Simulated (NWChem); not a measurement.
BeBrF; SMILES [F][Be][Br]

Results from NWChem. Geometry: optimised at PBE0/def2-SVP. B3LYP is NWChem's, with the RPA form of VWN correlation. Vertical excitations in the gas phase; the lowest state need not have the same character in each row.

| level | lowest excitation, singlet (eV) | oscillator strength of that lowest state | lowest triplet (eV) | orbital gap (eV) |
|---|---|---|---|---|
| PBE/def2-SVPD, TDA | ? | ? | ? | ? |
| B3LYP/def2-SVPD, TDA | 6.91 | 0.069 | 6.61 | 7.94 |
| PBE0/def2-SVPD, TDA | 7.16 | 0.074 | 6.82 | 8.51 |
| BHandHLYP/def2-SVPD, TDA | 7.45 | 0.084 | 7.09 | 10.16 |

Fill in the missing entries.


- PBE/def2-SVPD, TDA, lowest excitation, singlet (eV): 6.60
- PBE/def2-SVPD, TDA, oscillator strength of that lowest state: 0.060
- PBE/def2-SVPD, TDA, lowest triplet (eV): 6.31
- PBE/def2-SVPD, TDA, orbital gap (eV): 6.49
